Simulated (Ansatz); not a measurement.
`C[CH2][SnH3]` + CH₃SH → `C[S][SnH3]` + ethane at 500 K and 1 bar (ligand exchange at the Sn–C bond).

Gas-phase electronic energies from Ansatz, PBE0-D4/def2-TZVP geometries. CCSD(T)/CBS adds triple-zeta CCSD(T) − MP2 to the extrapolated MP2 energy (def2 sets, frozen cores). This one scheme is used for every species. def2 core potentials past Kr. For Sn outer-core shells are correlated without core-valence functions, which leaves a few kJ/mol of doubt a bond.

```csv
species,CCSD(T)/CBS energy (Eh),H − E (kJ/mol),S (J/(mol·K))
`C[CH2][SnH3]`,-294.92046,264.8,386.2
CH₃SH,-438.22835,145.1,283.7
`C[S][SnH3]`,-653.46026,196.1,395.4
`CC`,-79.71954,220.5,259.9
```

H − E and S are ideal-gas, rigid-rotor, harmonic terms from PBE0-D4/def2-TZVP. 1 Eh = 2625.50 kJ/mol, R = 8.31446 J/(mol·K).

Task: By hand: ΔE, ΔH, ΔS and ΔG.

Result: ΔE = (-653.46026) + (-79.71954) − (-294.92046) − (-438.22835) = -0.03099 Eh = -81.4 kJ/mol. Δ(H − E) = 196.1 + 220.5 − 264.8 − 145.1 = 6.7, so ΔH = -74.7 kJ/mol. ΔS = 395.4 + 259.9 − 386.2 − 283.7 = -14.6 J/(mol·K). ΔG = -74.7 − 500 × (-14.6)/1000 = -67.4 kJ/mol.

Task: By hand: the equilibrium constant, and the temperature at which ΔG would vanish if ΔH and ΔS stayed fixed.

Result: log₁₀ K = −ΔG/(RT ln 10) = 7.0. ΔG = 0 at ΔH/ΔS = 5116 K, far beyond where these terms or the molecules hold.

The number of gas molecules stays the same, so ΔS is small and ΔH decides. A doubt of 5 kJ/mol in ΔE shifts log₁₀ K by 0.5 here. These are equilibria of isolated gas molecules and say nothing of rates. Largest T1 diagnostic: 0.012 (customary marks: 0.02 for closed shells, 0.045 for open ones).
